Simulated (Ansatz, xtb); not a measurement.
Diatomic Lu$_{2}$, multiplicity 3 (lowest of 2S+1 = 1, 3 at PBE0/def2-TZVPP; our sources give no spin for the ground state, which may be another). No spin–orbit coupling.

The constants come from a fifth-degree fit in 1/R (seven points, main isotopes). In def2 and cc sets the state is the lowest found near the PBE0 minimum, followed along R.

The values were computed with Ansatz (Gaussian basis) for Hartree–Fock, density functionals and correlated methods; xtb for the GFN methods. Values without a source in brackets are computed. In def2 rows elements past Kr take small-core potentials, without spin–orbit coupling. The GFN methods have no spin term and hold the electronic entropy of 300 K.

```csv
level,r_e (Å),ω_e (cm⁻¹),α_e (cm⁻¹),B_e (cm⁻¹)
GFN1-xTB,2.990,163,3.1e-5,0.0216
GFN2-xTB,3.178,114,1.7e-5,0.0191
SVWN5/def2-TZVPP,3.009,119,4.0e-5,0.0213
PBE/def2-TZVPP,3.084,113,3.9e-5,0.0203
r2SCAN/def2-TZVPP,3.041,117,3.6e-5,0.0208
B97M-V/def2-TZVPP,3.067,114,3.8e-5,0.0205
B3LYP/def2-TZVPP,3.087,113,4.0e-5,0.0202
PBE0/def2-TZVPP,3.071,119,3.4e-5,0.0204
BHLYP/def2-TZVPP,3.079,118,3.5e-5,0.0203
CAM-B3LYP/def2-TZVPP,3.045,120,3.6e-5,0.0208
B2PLYP/def2-TZVPP,3.034,121,3.7e-5,0.0209
```

Correlated levels freeze the inner cores; with def2 sets outer-core shells near the valence are correlated too.

Ansatz is a quantum-chemistry and plane-wave program.
